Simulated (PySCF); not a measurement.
Vertical excitations of a molecule C2H6BF2N from TDDFT-PBE/def2-SVPD in PySCF, as energy in eV (oscillator strength): 5.78 (0.005), 6.69 (0.030), 6.83 (0.000), 7.39 (0.240), 7.69 (0.000), 8.26 (0.000), 8.46 (0.009), 8.56 (0.000), 8.81 (0.002), 8.87 (0.009). Lowest triplet (TDA): 5.67 eV. Geometry optimised at B3LYP-D3(BJ)/def2-SVP. Other conformers were not sampled.

### Question
Pick the molecule that these values belong to.
(A) CN(C)B(F)F
(B) CB(N)C(F)F
(C) CCNB(F)F
(D) CNB(F)CF

### Answer
A, CN(C)B(F)F
